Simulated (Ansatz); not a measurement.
Computed with Ansatz on PBE0-D4/def2-TZVP structures; ΔE is electronic, products minus reactants. CBS: MP2 limit from def2 TZ/QZ plus the TZ coupled-cluster correction, frozen cores. Functionals use def2-TZVPP. B3LYP here is the variant with VWN-RPA as its local correlation; programs differ in this. Each species was taken in one conformer, which may not be the lowest.

`[SiH3]NC[SiH2]Cl` + `O[Si](O)(F)S` → `O[Si](O)(F)[SiH2]Cl` + `[SiH3]NCS`  (redistribution)

```tsv
level	ΔE (kJ/mol)	difference from CCSD(T)/CBS
PBE-D4	95.8	-15.0
r2SCAN-D4	109.9	-0.9
PBE0-D4	103.3	-7.5
B3LYP-D4	102.6	-8.2
ωB97X-V	107.1	-3.7
ωB97M-V	116.0	5.2
B2PLYP	109.5	-1.3
PBE	96.2	-14.6
r2SCAN	109.9	-0.9
PBE0	103.8	-7.0
B3LYP	103.4	-7.4
HF/def2-TZVPP	114.0	3.2
MP2/def2-TZVPP	119.2	8.4
SCS-MP2/def2-TZVPP	114.4	3.6
CCSD/def2-TZVPP	112.2	1.4
CCSD(T)/def2-TZVPP	111.1	0.3
HF/def2-QZVPP	114.0	3.2
MP2/def2-QZVPP	119.1	8.3
SCS-MP2/def2-QZVPP	114.5	3.7
HF/CBS(def2)	114.0	3.2
MP2/CBS(def2)	118.9	8.1
CCSD/CBS(def2)	111.9	1.1
CCSD(T)/CBS	110.8	0
```

Largest T1 diagnostic among the species: 0.012.

From PBE to PBE0 (25 % exact exchange), in def2-TZVPP and without D4, ΔE moves by +7.6 kJ/mol.

CCSD(T)/CBS has its own doubt, a few kJ/mol and more with outer-core shells, so smaller differences from it don't rank the levels.
